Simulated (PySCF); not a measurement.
## Related systems: charged doped PAH

All values: TDA PBE0/6-31G*, gas phase, PySCF SCF with an in-house response code, fitting set def2-universal-JFIT up to Ne and JKFIT beyond, grid level 1 (kernel 0), vertical, one conformer each, geometries GFN2-xTB; core orbitals frozen in the response, virtual orbitals above 1.5 Eh left out. The lowest 6 singlets were sought, and the brightest is taken among them. The runs took 1 to 20 CPU minutes each on shared server CPUs.

Some members have dark charge-transfer states, which this functional places too low.

| system | formula | HOMO-LUMO gap / eV | S1 / eV | LUMO / eV | vertical IP (ΔSCF) / eV | f(S1) |
| --- | --- | --- | --- | --- | --- | --- |
| C[n+]1cc2ccccc2c2c3c(ccc4ccccc43)ccc21 | [C22H16N]+ | 3.35 | 2.67 | -5.83 | 10.55 | 0.011 |
| C[Si]1(C)C=c2ccc3ccc4ccc5ccccc5c4c3c2=C1 | C22H18Si | 3.15 | 2.67 | -1.99 | 6.41 | 0.049 |
| c1ccc2c(c1)ccc1sc3ccc4ccccc4c3c12 | C20H12S | 4.28 | 3.82 | -1.38 | 6.96 | 0.372 |
| c1ccc2c(c1)ccc1ccc3ccc4cccnc4c3c12 | C21H13N | 4.32 | 3.43 | -1.38 | 7.02 | 0.025 |
| CC1(C)C=Cc2ccc3ccc4ccc5ccccc5c4c3c21 | C23H18 | 4.27 | 3.52 | -1.20 | 6.77 | 0.003 |
| CC1(C)OB(c2cccc3c2ccc2ccc4ccc5c(B6OC(C)(C)C(C)(C)O6)cccc5c4c23)OC1(C)C | C34H36B2O4 | 4.43 | 3.49 | -1.10 | 6.71 | 0.000 |
| C1=CB2C=CN3C=Cc4ccc5ccccc5c4C3=C2C=C1 | C20H14BN | 3.77 | 3.08 | -1.61 | 6.70 | 0.042 |
